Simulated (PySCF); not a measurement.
## Working out the ionisation energy of Ni

Ni [Ar] 3d8 4s2 (3F) → Ni⁺ [Ar] 3d9 (2D). Computed with PySCF 2.14 in x2c-TZVPPall with one added diffuse shell each of s, p, d, f type (7s6p5d3f1g, 80 functions), with the spin-free X2C one-electron Hamiltonian (Gaussian nucleus). Frozen: [Ne]. Energies in hartree (1 hartree = 27.21139 eV):

| part | Ni (lower) | Ni⁺ (upper) |
| --- | --- | --- |
| UHF | -1519.089565 | -1518.787345 |
| MP2 opposite-spin | -0.451516 | -0.485618 |
| MP2 same-spin | -0.214208 | -0.242464 |

Question: What does Hartree-Fock give?

Answer: (-1518.787345) − (-1519.089565) = 0.302220 hartree = 8.224 eV.

Question: What do MP2 and SCS-MP2 (6/5 opposite-spin, 1/3 same-spin) give?

Answer: The opposite-spin parts differ by -0.928 eV and the same-spin parts by -0.769 eV. MP2: 8.224 + (-0.928) + (-0.769) = 6.527 eV. SCS-MP2: 8.224 + 1.2 × (-0.928) + (-0.769)/3 = 6.854 eV.

A first-order spin-orbit estimate adds 0.048 eV to MP2 (valence and next inner shell), giving 6.575 eV against 7.640 eV (measured; NIST Atomic Spectra Database, ionization energies).

What remains against the reference includes basis incompleteness, the frozen core and correlation beyond second order.
